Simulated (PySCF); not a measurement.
## Dipole response of Mn⁺ (manganese, charge +1)

[Ar] 3d5 4s1, high-spin 7S determinant. All numbers are calculated (PySCF 2.14, the non-relativistic Hamiltonian (point nucleus), in def2-QZVPPD). Coupled (time-dependent) response in atomic units; α is the mean over directions.

| method | mean α (bohr³) | C₆ (like pair) | S(−4) |
| --- | --- | --- | --- |
| UHF | 40.55 | 224.6 | 1541 |
| PBE | 28.53 | 148.8 | 655.4 |

S(−4) is the Cauchy moment in α(ω) = α(0) + S(−4) ω² + …

α(iu) at UHF:

```json
{"u (hartree)": "0", "α(iu) (bohr³)": "40.55"}
{"u (hartree)": "0.0500", "α(iu) (bohr³)": "37.07"}
{"u (hartree)": "0.100", "α(iu) (bohr³)": "29.70"}
{"u (hartree)": "0.200", "α(iu) (bohr³)": "17.43"}
{"u (hartree)": "0.300", "α(iu) (bohr³)": "11.16"}
{"u (hartree)": "0.500", "α(iu) (bohr³)": "6.085"}
{"u (hartree)": "0.750", "α(iu) (bohr³)": "3.820"}
{"u (hartree)": "1.00", "α(iu) (bohr³)": "2.783"}
{"u (hartree)": "1.50", "α(iu) (bohr³)": "1.783"}
{"u (hartree)": "2.00", "α(iu) (bohr³)": "1.277"}
{"u (hartree)": "3.00", "α(iu) (bohr³)": "0.7590"}
{"u (hartree)": "5.00", "α(iu) (bohr³)": "0.3600"}
```

A single London oscillator, α(iu) = α/(1 + u²/ω²), gives C₆ = (3/4) ω α². Matching the computed C₆ needs ω = 4 × 224.6 / (3 × 40.55²) = 0.182 hartree.

For an ion, C₆ is the dispersion term alone; charge-induced terms of lower order in 1/R come first.
